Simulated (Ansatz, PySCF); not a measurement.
C2H7NSi2 (SMILES N[SiH2]C#C[SiH3]), singlet, at a GFN2-xTB geometry. Base run: CASSCF(2,2)/6-31G in PySCF.

Here is a job for PySCF.
```python
from pyscf import gto, scf, mcscf
import numpy

mol = gto.Mole()
mol.atom = '''
    Si    2.89745878    0.48457917    0.00153822
    C     1.09769382    0.09318946    0.14558347
    C    -0.08065251   -0.16950485    0.24958997
    Si   -1.89890734   -0.54691757    0.36593103
    N    -2.84887686    0.09857738   -0.92168498
    H     3.05045394    1.64038600   -0.88861149
    H     3.41582086    0.79562747    1.33687021
    H     3.58464956   -0.68316787   -0.55845963
    H    -2.06741767   -1.99904452    0.29012575
    H    -2.41538927    0.07483191    1.58639139
    H    -2.73853194   -0.28473473   -1.84658446
    H    -2.96941538    1.09668978   -0.98354703
'''
mol.basis = '6-31g'
mol.verbose = 3
mol.build()

mf = scf.RHF(mol)
mf.kernel()
mc = mcscf.CASSCF(mf, 2, 2)
mc.fix_spin_(ss=0.0)
mc.kernel()
occ = numpy.linalg.eigvalsh(mc.fcisolver.make_rdm1(mc.ci, mc.ncas, mc.nelecas))[::-1]
ss = mc.fcisolver.spin_square(mc.ci, mc.ncas, mc.nelecas)[0]
print('natural occupations', occ.round(4), ' <S^2>', round(ss, 4))
```

Programs used: Ansatz (an electronic-structure program), PySCF; a row that names a program was run with it.

Each row names what was changed in the base input (with any setting that the change needs).

| change | ΔE vs base (mEh) | natural occupations | <S^2> of the state |
|---|---|---|---|
| base | 0.000 | 1.93 0.07 | 0.00 |
| fix_spin_ = off | 0.000 | 1.93 0.07 | 0.00 |
| active space = 6 electrons, 6 orbitals | -77.187 | 1.98 1.94 1.94 0.06 0.06 0.02 | 0.00 |
| solver = newton | 0.000 | 1.93 0.07 | 0.00 |
| code = ansatz | 0.017 | - | - |
| state_average = 2 states | 36.660 | - | - |
| correction = SC-NEVPT2 | -381.2 | 1.93 0.07 | 0.00 |
| active space = 4 electrons, 3 orbitals | -1.496 | 2.00 1.93 0.07 | 0.00 |
| orbitals = fixed (CASCI) | 22.944 | 1.99 0.01 | 0.00 |
| active space = 2 electrons, 4 orbitals | -2.117 | 1.93 0.06 0.00 0.00 | 0.00 |
| conv_tol = 1e-5 | 0.000 | 1.93 0.07 | 0.00 |

Active orbitals are taken around the Fermi level unless the row says otherwise; CASSCF can end in different local minima, and two programs can end on different orbitals. State-averaged rows give the lowest state.
